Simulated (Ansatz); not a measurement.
Reaction (isomerisation): `BN([SiH2][SiH3])C(C)(C)C` → `BN([SiH](C)C)[SiH](C)C`

Program: Ansatz. Geometries: PBE0-D4/def2-TZVP. ΔE: electronic, gas phase. CCSD(T)/CBS adds triple-zeta CCSD(T) − MP2 to the extrapolated MP2 energy (def2 sets, frozen cores). DFT in def2-TZVPP. HSE06 is defined as in plane-wave codes. Each species was taken in one conformer, which may not be the lowest.

Q: Is it downhill or uphill in electronic energy at CCSD(T)/CBS, and by how much? (Estimate.)

A: Ansatz gave: Downhill: ΔE = -248.7 kJ/mol.

Q: What do these levels give: PBE-D4, r2SCAN-D4, r2SCAN0-D4, CAM-B3LYP-D4, B2PLYP, r2SCANh, r2SCAN0, HSE06, MP2/def2-TZVPP, CCSD/def2-TZVPP, MP2/CBS(def2), CCSD/CBS(def2)? (An estimate is asked.)

A: Ansatz gave: PBE-D4 -233.1, r2SCAN-D4 -255.4, r2SCAN0-D4 -257.8, CAM-B3LYP-D4 -251.6, B2PLYP -255.0, r2SCANh -257.2, r2SCAN0 -258.4, HSE06 -243.4, MP2/def2-TZVPP -254.2, CCSD/def2-TZVPP -245.7, MP2/CBS(def2) -261.5, CCSD/CBS(def2) -253.0 kJ/mol.

Largest T1 diagnostic among the species: 0.012.

From PBE to PBE0 (25 % exact exchange), in def2-TZVPP and without D4, ΔE moves by −7.5 kJ/mol. At CCSD(T), def2-SVP lies +63.1 kJ/mol from the extrapolated value and def2-TZVPP +7.3 kJ/mol.
